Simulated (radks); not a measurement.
Nb38+, 3 electrons, occupied as [He] 2s1 (the NIST ground configuration). Calculated with a radial shooting solver on a logarithmic mesh with Libxc functionals: non-relativistic Kohn-Sham, LB94 model potential, spin-polarised, spherical densities, point nucleus; open shells are filled with parallel spins first (spin-orbit coupling, left out, can overturn this in heavy ions); relativity is left out, which matters for an element this heavy. Some entries of the table are withheld. Estimate them.

orbital  occ.  eigenvalue (eV)  <r^2> (bohr^2)  <1/r> (bohr^-1)
1s up       1              (1)        0.001822            40.67
1s down     1              (2)        0.001827            40.63
2s down     0        -5288.012         0.02637              (3)
2s up       1        -5272.361         0.02660              (4)

Answer. 
(1) 1s up eigenvalue (eV): -21863.28
(2) 1s down eigenvalue (eV): -21858.52
(3) 2s down <1/r> (bohr^-1): 9.964
(4) 2s up <1/r> (bohr^-1): 9.892
